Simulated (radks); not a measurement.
The numbers below are computed, except where a source is named.
Charge is removed step by step from the 3p down level of Cu+, starting from [Ne] 3s2 3p(up 3, down 3) 3d10. Code: a radial shooting solver on a logarithmic mesh with Libxc functionals. Model: scalar-relativistic Kohn-Sham, BLYP, spin-polarised, spherical densities, point nucleus.

removed (e)	E - E(0) (eV)	eigenvalue (eV)	E minus straight line (eV)
0	0.000	-80.766	0.000
0.1	8.150	-82.294	-0.749
0.2	16.454	-83.869	-1.342
0.3	24.919	-85.489	-1.776
0.4	33.547	-87.151	-2.045
0.5	42.344	-88.853	-2.146
0.6	51.313	-90.593	-2.076
0.7	60.457	-92.369	-1.829
0.8	69.781	-94.180	-1.403
0.9	79.288	-96.023	-0.795
1	88.981	-97.898	0.000

Removing the whole electron costs 88.981 eV by Delta-SCF, against 80.766 eV from minus the eigenvalue at the starting occupation. Slater's transition state (half an electron removed) gives 88.853 eV. Integrating minus the eigenvalue over the occupation (Janak's theorem) gives 89.012 eV. In this scalar-relativistic scheme the density is built from large components alone, so the theorem holds only approximately. The mean slope of the eigenvalue, de/dn, is 17.1 eV per electron.
